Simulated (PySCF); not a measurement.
## Continuum solvent and chemical shifts

Atom-mapped SMILES (the numbers label the heavy atoms): `[CH3:1][S:2][CH2:3][P:4]1(=[O:5])[C:6]([CH3:7])=[C:8]1[CH3:9]` (H(Xn): hydrogen on atom n).

GIAO PBE0/pcSseg-1 in PySCF 2.14 on one PBE0-D3(BJ)/def2-SVP conformer, non-relativistic, equivalent nuclei averaged. Solvents enter as an IEF-PCM continuum (chloroform with ε = 4.7, acetone with ε = 20.5) around the gas-phase geometry. Shifts are referred to TMS, CS2 computed in the same medium.

Gas phase, δ in ppm: C6/C8 167.4, C3 40.2, C1 20.1, C7/C9 12.9, S2 -63.0, H(C3) 2.48, H(C1) 2.27, H(C7)/H(C9) 2.14. Dipole moment 5.29 D.

(1) How does each δ change in the continuum?

(2) Which of the listed nuclei move most (in ppm), and what does the model miss? (N and O are left out, as their reference compounds move with the solvent too.)

Answers

(1) 
```tsv
atoms	environment	Δδ, chloroform	Δδ, acetone
C6/C8	fully substituted alkene carbon	+0.3	+0.4
C3	sp3 CH2 bonded to P and S	-0.1	-0.1
C1	methyl carbon bonded to S	+0.4	+0.6
C7/C9	allylic methyl carbon	+0.5	+0.6
S2	sulfide sulfur	-14.6	-20.1
H(C3)	hydrogen on an sp3 CH2 bonded to P and S	+0.21	+0.30
H(C1)	hydrogen on a methyl carbon bonded to S	+0.09	+0.12
H(C7)/H(C9)	hydrogen on an allylic methyl carbon	+0.10	+0.13
```

Changes are relative to the gas phase. The dipole moment becomes 6.61 D in chloroform, 7.13 D in acetone.

(2) S2 (sulfide sulfur, -20.1 ppm) in acetone. A continuum only polarises the solute; specific hydrogen bonds, the anisotropy of aromatic solvents and changes of geometry or conformer are outside it.
